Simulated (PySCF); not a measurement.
Computed shifts of a molecule C2H7ClGe, PBE/pcSseg-1 in PySCF, GIAO, gas phase, equivalent atoms averaged, in ppm (number of nuclei): ¹³C: 19.0 (1), 11.9 (1). ¹H: 5.79 (1), 5.59 (1), 1.57 (1), 1.56 (3), 1.27 (1). References: ⁷³Ge against GeH4 (σ = 1614.4 ppm); ³⁵Cl against HCl (σ = 936.5 ppm); ¹³C against TMS (σ = 182.0 ppm); ¹H against TMS (σ = 31.49 ppm), references at their B3LYP-D3(BJ)/def2-TZVP geometries, non-relativistic (without spin–orbit terms, shifts of atoms bonded to Cl or Br come out too high). Geometry: PBE0-D3(BJ)/def2-SVP. The values are those of a single conformer.

Task: Pick the molecule that these values belong to.
A) C[CH2][GeH2][Cl]
B) [CH3][GeH]([CH3])[Cl]
C) ClC[CH2][GeH3]

Result: A, C[CH2][GeH2][Cl]
